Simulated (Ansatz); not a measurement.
B(CH2SiH3)3 (C3H15BSi3). The state is a singlet with charge 0. Geometry PBE-D4/def2-SVP, basis def2-TZVP, Ansatz.

```csv
run,HOMO (eV),LUMO (eV)
A,-8.37,-0.89
B,-7.39,-1.49
C,-10.58,0.95
D,-7.07,-1.69
E,-7.12,-1.79
```

Task: The runs used PBE, PBE0, r2SCAN, revPBE, ωB97M-V. Estimate which is which.

Result: A PBE0 (25 % exact exchange); B r2SCAN (0 % exact exchange); C ωB97M-V (range-separated); D revPBE (0 % exact exchange); E PBE (0 % exact exchange). Exact exchange lowers occupied and raises empty levels; among semilocal functionals meta-GGAs tend to open the gap a little, and such runs are hard to tell apart. The gap grows from 5.32 eV (PBE) to 11.52 eV (ωB97M-V).
